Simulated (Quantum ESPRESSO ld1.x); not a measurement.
Results of a calculation; reference values are marked as such.
Species: Ga+. Configuration: [Ar] 3d9 4s2 5s1 (not the ground configuration). Level of theory: Dirac Kohn-Sham, revPBE, spin-unpolarised, spherical densities, point nucleus; open shells fill j = l - 1/2 first (ld1.x of Quantum ESPRESSO 7.5).

Spin-orbit splittings of the eigenvalues, e(l+1/2) - e(l-1/2), with zeta = 2 splitting/(2l+1) and mean radii in bohr:

| shell | occ. | splitting (eV) | zeta (eV) | <r> j=l-1/2 | <r> j=l+1/2 |
|---|---|---|---|---|---|
| 2p | 6 | 27.64 | 18.43 | 0.1883 | 0.1918 |
| 3p | 6 | 3.693 | 2.462 | 0.6650 | 0.6753 |
| 3d | 9 | 0.4976 | 0.1990 | 0.7580 | 0.7628 |
